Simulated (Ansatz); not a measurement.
C4H8O3, SMILES `COC1OCCO1`. Charge 0, multiplicity 1. Geometry: relaxed with PBE0-D4/def2-TZVP. It is one conformer, not always the lowest.

```xyz
15

C    -1.773   -0.340   -1.417
O    -0.388   -0.148   -1.247
C     0.131   -0.845   -0.160
O    -0.352   -0.356    1.052
C     0.485    0.734    1.410
C     1.736    0.548    0.538
O     1.496   -0.671   -0.149
H    -2.060    0.191   -2.324
H    -2.013   -1.404   -1.537
H    -2.341    0.054   -0.568
H    -0.116   -1.911   -0.226
H     0.693    0.662    2.479
H    -0.012    1.686    1.206
H     2.653    0.431    1.117
H     1.860    1.368   -0.174
```

Problem. What is the dipole moment at B3LYP/def2-TZVPP? (An estimate is asked.)

Solution. The calculation gave: 1.36 D, with components (-0.51, 1.04, 0.72) D in this frame, pointing from negative to positive charge.

Problem. And with PBE, r2SCAN, ωB97M-V? (Best estimate.)

Solution. Ansatz gave: PBE 1.28 D, r2SCAN 1.31 D, ωB97M-V 1.36 D.

Problem. Give the Mulliken charges with B3LYP, ωB97M-V, r2SCAN in def2-TZVPP. (Estimate.)

Solution. Ansatz gave: 
```
atom  B3LYP  ωB97M-V  r2SCAN
  C1  -0.14    -0.19   -0.01
  O2  -0.30    -0.28   -0.30
  C3   0.35     0.29    0.39
  O4  -0.33    -0.31   -0.34
  C5   0.00    -0.04    0.09
  C6   0.01    -0.04    0.10
  O7  -0.31    -0.29   -0.32
  H8   0.12     0.13    0.07
  H9   0.08     0.10    0.04
 H10   0.11     0.12    0.07
 H11   0.09     0.11    0.04
 H12   0.09     0.10    0.04
 H13   0.08     0.10    0.04
 H14   0.09     0.10    0.04
 H15   0.08     0.10    0.04
```

B3LYP here is the variant with VWN-RPA as its local correlation; programs differ in this.
